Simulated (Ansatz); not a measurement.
Computed with Ansatz on PBE0-D4/def2-TZVP structures; ΔE is electronic, products minus reactants. CCSD(T)/CBS adds triple-zeta CCSD(T) − MP2 to the extrapolated MP2 energy (def2 sets, frozen cores). This one scheme is used for every species. DFT in def2-TZVPP. Elements past krypton have def2 core potentials. For Ge, Te outer-core shells are correlated without core-valence functions, which leaves a few kJ/mol of doubt a bond. Scalar relativity is left out up to krypton. One conformer a species, not always the lowest.

Reaction (formal exchange of groups at a Te–C bond): `C=[C]([GeH3])[TeH]` + `N[SiH3]` → `N[SiH2][TeH]` + `C=[CH][GeH3]`

`C=[C]([GeH3])[TeH]`:

```xyz
10

C    -0.064    0.172    1.713
C    -0.370    0.178    0.418
Ge    0.818   -0.582   -0.921
Te   -2.242    0.903   -0.217
H    -0.711    0.591    2.480
H     0.870   -0.262    2.062
H     0.152   -1.799   -1.580
H     2.129   -0.996   -0.229
H     1.102    0.473   -2.003
H    -1.685    1.322   -1.722
```

`N[SiH3]`:

```xyz
7

N     0.550    0.863    0.299
Si   -0.309   -0.576   -0.086
H     0.040    1.707    0.508
H     1.407    1.077   -0.185
H    -1.355   -0.774    0.950
H    -0.991   -0.594   -1.415
H     0.658   -1.703   -0.071
```

`N[SiH2][TeH]`:

Z-matrix (Å, degrees):
```
Si
Te 1 2.513
N 1 1.714 2 118.0
H 1 1.483 2 102.2 3 -120.1
H 1 1.482 2 108.8 3 121.4
H 2 1.658 1 91.9 3 -68.0
H 3 1.008 1 118.5 2 81.9
H 3 1.008 1 119.5 2 -57.9
```

`C=[CH][GeH3]`:

Cartesian coordinates in Å:
```
C -1.146 0.385 1.013
C 0.050 -0.129 0.752
Ge 0.795 -0.220 -1.035
H -1.783 0.788 0.230
H -1.545 0.427 2.023
H 0.645 -0.518 1.576
H 2.116 0.566 -1.112
H -0.220 0.382 -2.021
H 1.088 -1.680 -1.426
```

**Question.** Is it downhill or uphill in electronic energy at CCSD(T)/CBS, and by how much? (Estimate.)

**Answer.** Computed: Downhill: ΔE = -21.6 kcal/mol.

**Question.** What do these levels give: PBE-D4, r2SCAN-D4, ωB97X-V, ωB97M-V, r2SCAN, PBE0, SCS-MP2/def2-TZVPP, HF/def2-QZVPP, MP2/def2-QZVPP, SCS-MP2/def2-QZVPP, MP2/CBS(def2), CCSD/CBS(def2)? (Best estimate.)

**Answer.** The calculation gave: PBE-D4 -22.7, r2SCAN-D4 -23.2, ωB97X-V -22.6, ωB97M-V -22.9, r2SCAN -23.4, PBE0 -24.4, SCS-MP2/def2-TZVPP -19.8, HF/def2-QZVPP -24.8, MP2/def2-QZVPP -20.5, SCS-MP2/def2-QZVPP -20.4, MP2/CBS(def2) -21.0, CCSD/CBS(def2) -22.4 kcal/mol.

Largest T1 diagnostic among the species: 0.012.

In def2-TZVPP, CCSD(T) changes the Hartree–Fock value by +4.3 kcal/mol (the triples alone add +0.8 kcal/mol) and MP2 by +4.9 kcal/mol. From PBE to PBE0 (25 % exact exchange), in def2-TZVPP and without D4, ΔE moves by −0.9 kcal/mol.
